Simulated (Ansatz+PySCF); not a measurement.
Two shapes of sextet FeH2O(+).

Shape 1:

```xyz
4

Fe    0.0000    0.0000    0.0000
O     0.0000    0.0000    2.1000
H     0.7750    0.0000    2.6750
H    -0.7750    0.0000    2.6750
```

Shape 2:

```xyz
4

Fe    0.0000    0.0000    0.0000
O     0.0000    0.0000    2.1840
H     0.7750    0.0000    2.7590
H    -0.7750    0.0000    2.7590
```

Basis set: def2-SVP (spherical functions). Correlated methods keep 6 orbitals frozen. Correlation on ROHF uses semicanonical orbitals with singles. Charge 1, multiplicity 6.

Computed with Ansatz (development build ahead of 0.2.0); each method stands on the lowest determinant of its kind that the runs found.

Q: Which shape is lower in energy, and by how much in each method?

A:

```csv
method,E(2) − E(1) (eV)
ROHF,-0.004
UHF,-0.003
ROHF-MP2,0.010
r²SCAN (unrestricted),0.037
ωB97X (restricted open-shell),0.031
```

Shape 1 is lower, bar methods that put the two within 0.005 eV. Caution: other spin multiplicities were not run.
